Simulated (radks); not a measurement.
The mean radii <r> (bohr) of the occupied orbitals of an atom or ion are listed with their occupations. All-electron calculation, scalar-relativistic Kohn-Sham, exchange-only LDA, spin-polarised, spherical densities, point nucleus. Program: a radial shooting solver on a logarithmic mesh with Libxc functionals.

| orbital | occ. | <r> |
|---|---|---|
| 1s up | 1 | 0.04034 |
| 1s down | 1 | 0.04034 |
| 2s up | 1 | 0.1781 |
| 2s down | 1 | 0.1781 |
| 2p up | 3 | 0.1552 |
| 2p down | 3 | 0.1552 |
| 3s up | 1 | 0.5117 |
| 3s down | 1 | 0.5116 |
| 3p up | 3 | 0.5196 |
| 3p down | 3 | 0.5194 |
| 3d up | 5 | 0.5258 |
| 3d down | 5 | 0.5251 |
| 4s up | 1 | 1.423 |
| 4s down | 1 | 1.424 |
| 4p up | 3 | 1.641 |
| 4p down | 2 | 1.648 |

Name the element and its charge. Open shells, if any, are filled with parallel spins first.

Answer. Z = 37, rubidium, charge +2: Rb2+ in [Ar] 3d10 4s2 4p5. The 1s radius gives Z: for a bare nucleus <r> = (2 gamma + 1)/(2Z) with gamma = sqrt(1 - (Z/c)^2), 0.03954 bohr for Z = 37, and screening makes it slightly larger (0.04034 here). The occupations add up to 35, and the charge is Z minus that.
